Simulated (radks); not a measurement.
Species: Eu+. Configuration: [Xe] 4f7 6s1. Calculated with a radial shooting solver on a logarithmic mesh with Libxc functionals: scalar-relativistic Kohn-Sham, PBEsol, spin-polarised, spherical densities, finite nucleus; open shells are filled with parallel spins first (spin-orbit coupling, left out, can overturn this in heavy ions); Fermi nuclear charge, rms radius 5.1115 fm.

Local quantities along the radius. ELF = 1/(1 + alpha^2) is the electron localisation function; alpha = (tau - tau_W)/tau_unif compares the Pauli kinetic energy density with that of the uniform gas (summed over spins); -r V(r) is the screened charge that the Kohn-Sham potential of spin up presents (atomic units); r v_xc is r times the local exchange-correlation potential of spin up (hartree bohr). tau is taken from the large components.

r (bohr)	ELF	alpha	-r V(r)	r v_xc
0.0007957	0.999	0.02380	62.75	-0.08674
0.0009263	0.999	0.02383	62.70	-0.09245
0.001078	0.999	0.02402	62.65	-0.09954
0.001255	0.999	0.02438	62.58	-0.1081
0.001462	0.999	0.02494	62.51	-0.1183
0.001715	0.999	0.02579	62.41	-0.1308
0.001997	0.999	0.02689	62.31	-0.1446
0.002324	0.999	0.02836	62.19	-0.1602
0.002706	0.999	0.03029	62.05	-0.1779
0.00315	0.999	0.03280	61.90	-0.1976
0.003667	0.999	0.03609	61.71	-0.2195
0.004269	0.998	0.04041	61.49	-0.2434
0.00497	0.998	0.04617	61.24	-0.2694
0.005786	0.997	0.05395	60.95	-0.2972
0.00679	0.996	0.06536	60.60	-0.3279
0.007905	0.994	0.08078	60.22	-0.3581
0.009203	0.989	0.1031	59.78	-0.3885
0.01071	0.982	0.1364	59.28	-0.4182
0.01247	0.966	0.1873	58.72	-0.4460
0.01452	0.933	0.2672	58.07	-0.4709
0.0169	0.866	0.3934	57.34	-0.4918
0.01968	0.742	0.5890	56.53	-0.5082
0.02291	0.570	0.8677	55.61	-0.5211
0.02688	0.407	1.206	54.52	-0.5340
0.0313	0.331	1.421	53.37	-0.5531
0.03643	0.345	1.379	52.10	-0.5907
0.04241	0.442	1.125	50.72	-0.6518
0.04938	0.583	0.8455	49.20	-0.7259
0.05748	0.698	0.6586	47.54	-0.7970
0.06692	0.744	0.5858	45.73	-0.8535
0.0779	0.714	0.6323	43.77	-0.8878
0.09069	0.594	0.8262	41.67	-0.8981
0.1064	0.417	1.181	39.32	-0.8945
0.1239	0.337	1.402	36.97	-0.9104
0.1442	0.407	1.208	34.55	-0.9859
0.1679	0.579	0.8530	32.06	-1.093
0.1955	0.714	0.6328	29.53	-1.180
0.2276	0.743	0.5884	26.97	-1.212
0.2649	0.631	0.7653	24.43	-1.175
0.3084	0.360	1.333	21.90	-1.090
0.3591	0.222	1.873	19.41	-1.051
0.4214	0.375	1.290	16.94	-1.189
0.4905	0.637	0.7541	14.62	-1.316
0.5711	0.732	0.6045	12.43	-1.400
0.6648	0.690	0.6702	10.43	-1.400
0.7739	0.543	0.9168	8.683	-1.332
0.901	0.377	1.286	7.188	-1.244
1.049	0.332	1.417	5.943	-1.192
1.221	0.436	1.136	4.923	-1.182
1.422	0.579	0.8525	4.082	-1.166
1.668	0.628	0.7688	3.369	-1.111
1.942	0.547	0.9097	2.837	-1.015
2.261	0.357	1.343	2.423	-0.8924
2.632	0.189	2.069	2.116	-0.7755
3.064	0.158	2.308	1.915	-0.7037
3.567	0.294	1.549	1.818	-0.6957
4.153	0.601	0.8148	1.722	-0.6583
4.834	0.827	0.4572	1.570	-0.5418
5.628	0.910	0.3154	1.447	-0.4368
6.604	0.927	0.2813	1.394	-0.3908
7.689	0.899	0.3358	1.341	-0.3406
8.951	0.778	0.5348	1.241	-0.2405
10.42	0.435	1.139	1.138	-0.1378

On this mesh the ELF has minima near r = 0.031, 0.12, 0.36, 1.0, 3.1 bohr, which separate the shells, and maxima near 0.067 (0.74), 0.23 (0.74), 0.57 (0.73), 1.7 (0.63), 6.6 (0.93).
